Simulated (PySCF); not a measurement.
## Tellurium: highly charged ions in a basis for the neutral atom

Te²⁰⁺ [Ar] 3d10 4s2 4p2, Te²¹⁺ [Ar] 3d10 4s2 4p1. Calculation: PySCF 2.14, in def2-SVP with the def2 core potential (28 electrons); scalar relativity through the core potential. No spin-orbit coupling, so a gap to NIST mixes the basis error with missing relativistic terms.

Changed run: basis of the neutral atom used for a highly charged ion. This setting is unsound on purpose.

| species | method | sound run (hartree) | changed run (hartree) | converged |
| --- | --- | --- | --- | --- |
| Te²⁰⁺ | UHF | not run | -97.00558 | yes |
| Te²⁰⁺ | M06-L | not run | -97.30200 | yes |
| Te²⁰⁺ | PBE0 | not run | -97.16882 | yes |
| Te²¹⁺ | UHF | not run | -75.35027 | yes |
| Te²¹⁺ | M06-L | not run | -75.57935 | yes |
| Te²¹⁺ | PBE0 | not run | -75.48748 | yes |

Ionisation energy of Te²⁰⁺:

```
method  changed run (eV)  NIST (eV)
   UHF            589.27    599 ± 4
 M06-L            591.10    599 ± 4
  PBE0            589.98    599 ± 4
```

The contracted functions were made for the neutral atom and can be too rigid for a highly charged ion.
